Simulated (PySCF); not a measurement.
# Excitation energy of Co by level of theory

Co [Ar] 3d7 4s2 (4F) → Co [Ar] 3d9 (2D), as a difference of total energies. Computed with PySCF 2.14 in dyall-av2z (16s12p7d2f, 101 functions), with no relativity, point nucleus. Correlated levels: valence: [Ar] frozen; virtual orbitals above 40 to 60 times the deepest correlated orbital energy dropped. The calculations carry no spin-orbit coupling.

| method | excitation energy (cm⁻¹) |
| --- | --- |
| UHF | 57928 |
| MP2 (valence) | 13888 |
| SCS-MP2 (valence) | 18289 |
| CCSD (valence) | 32556 |
| CCSD(T) (valence) | 28193 |

A first-order spin-orbit estimate (lowest level to lowest level, LS coupling) adds 0.043 eV.

The coupled-cluster amplitudes are large for the upper state (T1 above 0.03 or a double amplitude above 0.15), so a single reference is strained.
